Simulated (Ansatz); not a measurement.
Consider the formal exchange of groups at a B–B bond: `FBB(F)F` + `C[SiH3]` → `FBC[SiH3]` + `FBF`.

Calculated with Ansatz (gas phase, PBE0-D4/def2-TZVP geometries, no zero-point term in ΔE). CBS: MP2 limit from def2 TZ/QZ plus the TZ coupled-cluster correction, frozen cores. This one scheme is used for every species. Functionals use def2-TZVPP. HSE06 is defined as in plane-wave codes. One conformer a species, not always the lowest.

(1) Is it downhill or uphill in electronic energy at CCSD(T)/CBS, and by how much? (An estimate is asked.)

(2) What do these levels give: r2SCAN-D4, HSE06-D4, CAM-B3LYP-D4, B2PLYP, r2SCAN0, MP2/def2-SVP? (Estimate.)

Largest T1 diagnostic among the species: 0.014.

## Answers

(1) Computed: Downhill: ΔE = -14.3 kcal/mol.

(2) The calculation gave: r2SCAN-D4 -14.7, HSE06-D4 -13.9, CAM-B3LYP-D4 -13.6, B2PLYP -13.8, r2SCAN0 -14.9, MP2/def2-SVP -16.3 kcal/mol.

From PBE to PBE0 (25 % exact exchange), in def2-TZVPP and without D4, ΔE moves by −0.8 kcal/mol. Leaving LDA and LC-ωPBE aside and taking each functional with its dispersion term where it has one, the values, not all of them listed here, spread over 2.2 kcal/mol, from r2SCAN0-D4 to revPBE-D4. LDA lies −1.9 kcal/mol from PBE without D4.
